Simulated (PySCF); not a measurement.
**Cost of excited-state runs on `[NH2+]c1cccc(N[SiH3])c1`, [C6H10N2Si]+, doublet, charge +1**

Geometry:
| atom | x (Å) | y (Å) | z (Å) |
| --- | --- | --- | --- |
| N1 | -3.075 | -0.982 | 0.383 |
| C2 | -1.915 | -0.313 | 0.275 |
| C3 | -1.909 | 1.102 | 0.455 |
| C4 | -0.728 | 1.814 | 0.355 |
| C5 | 0.458 | 1.164 | 0.081 |
| C6 | 0.480 | -0.251 | -0.111 |
| N7 | 1.642 | -0.873 | -0.386 |
| Si8 | 3.292 | -0.223 | -0.577 |
| C9 | -0.716 | -0.962 | -0.009 |
| H10 | -3.108 | -1.980 | 0.255 |
| H11 | -3.933 | -0.500 | 0.593 |
| H12 | -2.837 | 1.609 | 0.670 |
| H13 | -0.734 | 2.883 | 0.493 |
| H14 | 1.382 | 1.714 | 0.009 |
| H15 | 1.537 | -1.873 | -0.499 |
| H16 | 3.611 | 0.409 | 0.702 |
| H17 | 3.211 | 0.734 | -1.678 |
| H18 | 4.048 | -1.430 | -0.869 |
| H19 | -0.714 | -2.033 | -0.149 |

Total charge +1.

PySCF with density fitting, on 1 thread of an Arm Neoverse V1, shared host. Command: `OMP_NUM_THREADS=1 python excited_run.py task.json out`

Task: How long does each of these runs take, and how much memory?
- open-shell absorption, CAM-B3LYP/def2-SVP; 10 states; Tamm-Dancoff; IEF-PCM tetrahydrofuran
- open-shell absorption, CAM-B3LYP/def2-SVP; 10 states; Tamm-Dancoff
- open-shell absorption, CAM-B3LYP/def2-SVP; 15 states; Tamm-Dancoff; grid level 4

Result: 
| run | level | basis functions | wall time | peak memory (GiB) |
| --- | --- | --- | --- | --- |
| open-shell absorption | CAM-B3LYP/def2-SVP | 180 | 81 s | 0.99 |
| open-shell absorption | CAM-B3LYP/def2-SVP | 180 | 110 s | 0.81 |
| open-shell absorption | CAM-B3LYP/def2-SVP | 180 | 2.6 min | 0.83 |

Times from a shared host are rough.
